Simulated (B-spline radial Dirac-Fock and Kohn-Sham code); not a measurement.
## Satellites and hypersatellites of the K lines of Ru²⁺

System: the Ru²⁺ ion, [Kr] 4d6, inside a Watson sphere of charge -2 and radius 1.6 Å (a model of the Madelung potential; inside it an electron's potential energy is raised by 18.0 eV).

Method: relaxed Dirac-Fock hole states (ΔSCF) with Breit and QED corrections and a finite nucleus. Computed with a radial finite-basis atomic code. Each two-hole energy is an average over J within one jj subconfiguration, not an observable level; in light atoms, where LS coupling holds, the j-resolved values are not observed lines, and for a K spectator the Kα1 hypersatellite is nearly forbidden. No correlation.

Lines without a spectator: Kα2 (K-L2) 19148.7 eV, Kα1 (K-L3) 19277.7 eV, Kβ3 (K-M2) 21631.0 eV, Kβ1 (K-M3) 21653.4 eV. Shifts in eV with one spectator hole (a dash: not computed, or left out as unreliable):

```tsv
spectator hole	Kα2	Kα1	Kβ3	Kβ1
L2 (2p1/2)	+52.5	+65.6	–	+141.1
L3 (2p3/2)	+53.6	+53.1	+128.2	–
M2 (3p1/2)	–	+6.81	+15.64	+19.21
M3 (3p3/2)	+5.32	–	+16.80	+16.20
M4 (3d3/2)	+0.60	-1.58	–	–
M5 (3d5/2)	-1.91	-0.38	–	–
```

Q: Where does the K-L3 hypersatellite lie, emitted when both K electrons are missing?

A: +505.6 eV from the normal line, at 19783.3 eV. Removing both K electrons costs 44943.0 eV, which is 681.7 eV more than twice the K binding energy.

With n spectator holes in 2p, averaged over the 2p shell (energies in eV):

| n | KαLⁿ | step | hypersatellite KαʰLⁿ |
| --- | --- | --- | --- |
| 0 | 19234.7 | – | 19736.3 |
| 1 | 19291.2 | +56.5 | 19794.2 |
| 2 | 19348.9 | +57.7 | 19853.3 |
| 3 | 19407.9 | +58.9 | 19913.6 |
| 4 | 19468.0 | +60.1 | 19975.1 |
| 5 | 19529.4 | +61.4 | 20037.8 |
